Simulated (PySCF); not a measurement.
## How methods differ on the ionisation energy of Tl⁷³⁺

Tl⁷³⁺ [He] 2s2 2p4 [2p1/2^2 2p3/2^2, M_J = 2] → Tl⁷⁴⁺ [He] 2s2 2p3 [2p1/2^2 2p3/2^1, M_J = 3/2], as a difference of total energies. Computed with PySCF 2.14 in an even-tempered Gaussian basis (16 s from 62 bohr⁻², ratio 2.4; 13 p from 81 bohr⁻², ratio 2.4; 5 d from 270 bohr⁻², ratio 2.6; 4 f from 410 bohr⁻², ratio 2.6), with the two-component X2C-1e Hamiltonian. Correlated levels: nothing frozen; the 22 highest virtual spinors dropped. "Screened" scales the spin-orbit matrix elements by Boettger's factors to mimic the two-electron term; Breit and QED terms are absent.

```tsv
method	ionisation energy (eV)
GHF (spin-free)	20418.1
GMP2 (spin-free)	20419.9
GHF (screened spin-orbit)	19859.5
GMP2 (screened spin-orbit)	19859.9
```

For this ion Breit and QED terms and the two-electron picture change, all absent here, outweigh the correlation shift from GHF to GMP2.

The spin-free rows relax to the high-spin LS determinant and lack the spin-orbit shift.

The labels give the starting determinants; with spin-orbit coupling the two ends relaxed to ⟨J²⟩ = 6.00, ⟨L²⟩ = 3.32, ⟨S²⟩ = 1.38 and ⟨J²⟩ = 3.75, ⟨L²⟩ = 2.63, ⟨S²⟩ = 1.45.

For comparison: 19840 ± 90 eV (theoretical estimate listed by NIST; NIST Atomic Spectra Database, ionization energies).
